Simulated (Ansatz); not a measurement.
Geometry optimisation of the cluster Li2Al5.

```yaml
crystal:
  periodic: [false, false, false]
  atoms:
    - {symbol: Li, position_ang: [-1.404940, -1.013670, 0.568010]}
    - {symbol: Li, position_ang: [0.068010, -1.351120, -1.254100]}
    - {symbol: Al, position_ang: [1.059930, 1.621350, -1.467230]}
    - {symbol: Al, position_ang: [-0.812570, 2.224050, 0.296480]}
    - {symbol: Al, position_ang: [0.414140, 1.018760, 2.198410]}
    - {symbol: Al, position_ang: [2.317120, 0.482480, 0.456210]}
    - {symbol: Al, position_ang: [-1.641690, -2.981840, -0.797780]}
basis:
  gaussian: {orbitals: def2-SVP}
magnetization: {spin_polarized: true, initial_magnetization: 1}
hamiltonian: {xc: pbe, dispersion: d4}
scf: {lower_state_search: "off"}
output: {orbitals: {seedname: orbitals}}
relax: {f_tol: 0.02, max_steps: 100}
```

```sh
$ ansatz run in.yaml --threads 4 --pin off --events-out ev --progress --plain --max-ram 4787MiB
```

Shortened log:

```
Functional definition: PBE
mean field -33360.70724594 eV, -1225.9833785889 hartree, gradient 9.2e-6 eV, S^2 1.738073; 0 other end points of the search recorded, 0 dependent functions left out
relax step   1: F+E_penalty+E_count = -33361.04262364 eV  Δ(F+E_penalty+E_count) = +0.000e0 eV  max|allowed force component| = 1.563e0 eV/Å  Δτ_max = 0.0000 Å  (91 SCF iters, accepted)
mean field -33361.30588779 eV, -1226.0053782710 hartree, gradient 2.9e-6 eV, S^2 1.629223; 0 other end points of the search recorded, 0 dependent functions left out
relax step   2: F+E_penalty+E_count = -33361.55804239 eV  Δ(F+E_penalty+E_count) = -5.154e-1 eV  max|allowed force component| = 5.752e-1 eV/Å  Δτ_max = 0.1944 Å  (45 SCF iters, accepted)
mean field -33361.38306467 eV, -1226.0082144691 hartree, gradient 1.5e-6 eV, S^2 1.611022; 0 other end points of the search recorded, 0 dependent functions left out
relax step   3: F+E_penalty+E_count = -33361.69098369 eV  Δ(F+E_penalty+E_count) = -1.329e-1 eV  max|allowed force component| = 1.808e-1 eV/Å  Δτ_max = 0.1952 Å  (40 SCF iters, accepted)
mean field -33361.42185080 eV, -1226.0096398328 hartree, gradient 1.6e-6 eV, S^2 1.570233; 0 other end points of the search recorded, 0 dependent functions left out
relax step   4: F+E_penalty+E_count = -33361.71842174 eV  Δ(F+E_penalty+E_count) = -2.744e-2 eV  max|allowed force component| = 1.705e-1 eV/Å  Δτ_max = 0.0449 Å  (39 SCF iters, accepted)
mean field -33361.56436921 eV, -1226.0148772879 hartree, gradient 2.4e-6 eV, S^2 1.297378; 0 other end points of the search recorded, 0 dependent functions left out
relax step   5: F+E_penalty+E_count = -33361.84283376 eV  Δ(F+E_penalty+E_count) = -1.244e-1 eV  max|allowed force component| = 1.646e-1 eV/Å  Δτ_max = 0.1950 Å  (41 SCF iters, accepted)
mean field -33361.68529746 eV, -1226.0193213190 hartree, gradient 8.7e-6 eV, S^2 0.850667; 0 other end points of the search recorded, 0 dependent functions left out
relax step   6: F+E_penalty+E_count = -33361.97709286 eV  Δ(F+E_penalty+E_count) = -1.343e-1 eV  max|allowed force component| = 3.220e-1 eV/Å  Δτ_max = 0.1940 Å  (47 SCF iters, accepted)
mean field -33361.82651970 eV, -1226.0245111408 hartree, gradient 1.4e-6 eV, S^2 0.777893; 0 other end points of the search recorded, 0 dependent functions left out
relax step   7: F+E_penalty+E_count = -33362.12518289 eV  Δ(F+E_penalty+E_count) = -1.481e-1 eV  max|allowed force component| = 3.096e-1 eV/Å  Δτ_max = 0.1953 Å  (43 SCF iters, accepted)
mean field -33361.98469788 eV, -1226.0303240817 hartree, gradient 2.4e-6 eV, S^2 0.766985; 0 other end points of the search recorded, 0 dependent functions left out
relax step   8: F+E_penalty+E_count = -33362.28513493 eV  Δ(F+E_penalty+E_count) = -1.600e-1 eV  max|allowed force component| = 2.490e-1 eV/Å  Δτ_max = 0.1993 Å  (35 SCF iters, accepted)
mean field -33362.13727504 eV, -1226.0359311889 hartree, gradient 2.8e-6 eV, S^2 0.761354; 0 other end points of the search recorded, 0 dependent functions left out
relax step   9: F+E_penalty+E_count = -33362.44739247 eV  Δ(F+E_penalty+E_count) = -1.623e-1 eV  max|allowed force component| = 3.163e-1 eV/Å  Δτ_max = 0.1925 Å  (35 SCF iters, accepted)
mean field -33362.30674021 eV, -1226.0421589189 hartree, gradient 2.7e-6 eV, S^2 0.759678; 0 other end points of the search recorded, 0 dependent functions left out
relax step  10: F+E_penalty+E_count = -33362.63081258 eV  Δ(F+E_penalty+E_count) = -1.834e-1 eV  max|allowed force component| = 4.041e-1 eV/Å  Δτ_max = 0.1924 Å  (38 SCF iters, accepted)
mean field -33362.48225901 eV, -1226.0486091159 hartree, gradient 1.8e-6 eV, S^2 0.760572; 0 other end points of the search recorded, 0 dependent functions left out
relax step  11: F+E_penalty+E_count = -33362.82126561 eV  Δ(F+E_penalty+E_count) = -1.905e-1 eV  max|allowed force component| = 4.852e-1 eV/Å  Δτ_max = 0.1919 Å  (39 SCF iters, accepted)
mean field -33362.66524496 eV, -1226.0553337255 hartree, gradient 3.7e-6 eV, S^2 0.762971; 0 other end points of the search recorded, 0 dependent functions left out
relax step  12: F+E_penalty+E_count = -33363.01365724 eV  Δ(F+E_penalty+E_count) = -1.924e-1 eV  max|allowed force component| = 4.908e-1 eV/Å  Δτ_max = 0.1937 Å  (41 SCF iters, accepted)
mean field -33362.88322081 eV, -1226.0633441903 hartree, gradient 2.1e-6 eV, S^2 0.762804; 0 other end points of the search recorded, 0 dependent functions left out
relax step  13: F+E_penalty+E_count = -33363.21622710 eV  Δ(F+E_penalty+E_count) = -2.026e-1 eV  max|allowed force component| = 5.237e-1 eV/Å  Δτ_max = 0.1949 Å  (49 SCF iters, accepted)
mean field -33363.06902696 eV, -1226.0701724403 hartree, gradient 6.0e-6 eV, S^2 0.759560; 0 other end points of the search recorded, 0 dependent functions left out
relax step  14: F+E_penalty+E_count = -33363.39157640 eV  Δ(F+E_penalty+E_count) = -1.753e-1 eV  max|allowed force component| = 4.085e-1 eV/Å  Δτ_max = 0.1958 Å  (48 SCF iters, accepted)
mean field -33363.20869821 eV, -1226.0753052643 hartree, gradient 6.3e-6 eV, S^2 0.765229; 0 other end points of the search recorded, 0 dependent functions left out
relax step  15: F+E_penalty+E_count = -33363.50809286 eV  Δ(F+E_penalty+E_count) = -1.165e-1 eV  max|allowed force component| = 3.657e-1 eV/Å  Δτ_max = 0.1952 Å  (46 SCF iters, accepted)
mean field -33363.26085729 eV, -1226.0772220751 hartree, gradient 1.4e-6 eV, S^2 0.891616; 0 other end points of the search recorded, 0 dependent functions left out
relax step  16: F+E_penalty+E_count = -33363.56281974 eV  Δ(F+E_penalty+E_count) = -5.473e-2 eV  max|allowed force component| = 3.352e-1 eV/Å  Δτ_max = 0.1962 Å  (77 SCF iters, accepted)
mean field -33363.37887362 eV, -1226.0815590951 hartree, gradient 3.0e-6 eV, S^2 0.822119; 0 other end points of the search recorded, 0 dependent functions left out
relax step  17: F+E_penalty+E_count = -33363.68080937 eV  Δ(F+E_penalty+E_count) = -1.180e-1 eV  max|allowed force component| = 3.312e-1 eV/Å  Δτ_max = 0.1945 Å  (54 SCF iters, accepted)
mean field -33363.47019884 eV, -1226.0849152350 hartree, gradient 2.2e-6 eV, S^2 0.760983; 0 other end points of the search recorded, 0 dependent functions left out
relax step  18: F+E_penalty+E_count = -33363.77202541 eV  Δ(F+E_penalty+E_count) = -9.122e-2 eV  max|allowed force component| = 2.514e-1 eV/Å  Δτ_max = 0.1948 Å  (62 SCF iters, accepted)
mean field -33363.52266635 eV, -1226.0868433805 hartree, gradient 2.1e-6 eV, S^2 0.760925; 0 other end points of the search recorded, 0 dependent functions left out
relax step  19: F+E_penalty+E_count = -33363.82389934 eV  Δ(F+E_penalty+E_count) = -5.187e-2 eV  max|allowed force component| = 1.636e-1 eV/Å  Δτ_max = 0.2000 Å  (42 SCF iters, accepted)
mean field -33363.53054657 eV, -1226.0871329731 hartree, gradient 1.7e-6 eV, S^2 0.762405; 0 other end points of the search recorded, 0 dependent functions left out
relax step  20: F+E_penalty+E_count = -33363.83073010 eV  Δ(F+E_penalty+E_count) = -6.831e-3 eV  max|allowed force component| = 1.448e-1 eV/Å  Δτ_max = 0.1468 Å  (35 SCF iters, accepted)
mean field -33363.53421852 eV, -1226.0872679151 hartree, gradient 1.6e-6 eV, S^2 0.761731; 0 other end points of the search recorded, 0 dependent functions left out
relax step  21: F+E_penalty+E_count = -33363.83561140 eV  Δ(F+E_penalty+E_count) = -4.881e-3 eV  max|allowed force component| = 1.132e-1 eV/Å  Δτ_max = 0.1157 Å  (38 SCF iters, accepted)
mean field -33363.53179409 eV, -1226.0871788186 hartree, gradient 2.0e-6 eV, S^2 0.762493; 0 other end points of the search recorded, 0 dependent functions left out
relax step  22: F+E_penalty+E_count = -33363.83281511 eV  Δ(F+E_penalty+E_count) = +2.796e-3 eV  max|allowed force component| = 2.657e-1 eV/Å  Δτ_max = 0.0699 Å  (35 SCF iters, rejected (line search))
mean field -33363.54060375 eV, -1226.0875025676 hartree, gradient 2.1e-6 eV, S^2 0.761966; 0 other end points of the search recorded, 0 dependent functions left out
relax step  23: F+E_penalty+E_count = -33363.84164351 eV  Δ(F+E_penalty+E_count) = -6.032e-3 eV  max|allowed force component| = 5.960e-2 eV/Å  Δτ_max = 0.0348 Å  (33 SCF iters, accepted)
mean field -33363.54254365 eV, -1226.0875738577 hartree, gradient 1.5e-6 eV, S^2 0.762281; 0 other end points of the search recorded, 0 dependent functions left out
relax step  24: F+E_penalty+E_count = -33363.84320012 eV  Δ(F+E_penalty+E_count) = -1.557e-3 eV  max|allowed force component| = 8.901e-3 eV/Å  Δτ_max = 0.0364 Å  (31 SCF iters, accepted)
Total energy: -33363.84325484 eV, -1226.0986247902 hartree
Atom 0 at    -2.389000    -0.572315     1.648559 Å, force     0.002572    -0.000573     0.002568 eV/Å
Atom 1 at     1.444767    -1.524102    -2.083366 Å, force     0.004843    -0.008137    -0.005208 eV/Å
Atom 2 at     0.698312     1.025638    -1.609461 Å, force    -0.002730    -0.001338     0.006705 eV/Å
Atom 3 at    -1.310147     1.522729     0.321779 Å, force     0.000631     0.001738    -0.004290 eV/Å
Atom 4 at     0.260666     0.471021     2.032996 Å, force    -0.002977    -0.004835    -0.000066 eV/Å
Atom 5 at     2.081177    -0.014629     0.266884 Å, force    -0.003413     0.004245    -0.001826 eV/Å
Atom 6 at    -0.785774    -0.908332    -0.577391 Å, force     0.001073     0.008901     0.002117 eV/Å
Dipole moment:    -0.326388    -0.889571    -0.102546 e Å
Checks for a lower state left out: stability, starts, cluster_reference, orbital_swaps, neighbouring_geometries, increment
```

Hardware: 4 threads of Arm Neoverse N1 on a shared host. Wall time 1.9 min.

The structure comes from a short search, and lower isomers may exist.
